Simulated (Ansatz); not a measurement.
The first iterations of a band of BClH2O + BrH (7 atoms, charge 0, multiplicity 1).

Level of theory: Ansatz, RKS PBE/def2-SVP.

```yaml
movable_images: 7
climbing_image: yes
spring: 5.0 eV/Å²
optimiser: quadratic models (default)
start_path: through a guess of the saddle point
force_threshold: 0.03 eV/Å
iteration_limit: 60
end_points: relaxed
```

Initial state:

```xyz
7
Properties=species:S:1:pos:R:3
B -0.087 -0.622 -0.066
O -0.335 0.299 0.906
H -1.150 0.105 1.407
Cl 1.350 -0.403 -1.051
H -0.823 -1.568 -0.258
Br 0.935 3.189 2.273
H 0.532 1.975 1.594
```

Final state:

```xyz
7
Properties=species:S:1:pos:R:3
B 0.127 0.402 0.029
O -0.012 -0.092 1.629
H -0.974 -0.111 1.824
Cl 1.608 -0.399 -0.608
H -0.932 0.069 -0.469
Br 0.270 2.409 0.282
H 0.335 0.696 2.118
```

| iteration | highest image above the first end (eV) | largest band force component (eV/Å) |
| --- | --- | --- |
| 1 | 3.109 | 14.209 |
| 2 | 1.593 | 4.058 |
| 3 | 1.075 | 1.541 |
| 4 | 1.018 | 1.631 |
| 5 | 1.023 | 1.799 |
| 6 | 0.964 | 1.359 |
| 7 | 0.886 | 1.308 |

Q: Does the band converge within its limit, and where does its top end?

A: The run converged. It ended after 21 iterations with the highest image 0.804 eV above the first end. A vibrational analysis at the climbing image gives one clearly imaginary mode, 817i cm⁻¹: a first-order saddle point. The orbitals stay closed-shell, which can raise the energy where a bond breaks towards radicals; this wasn't checked here.

Run time: 3.6 min on 2 threads of Arm Neoverse V1 (shared host), peak memory 0.14 GiB.
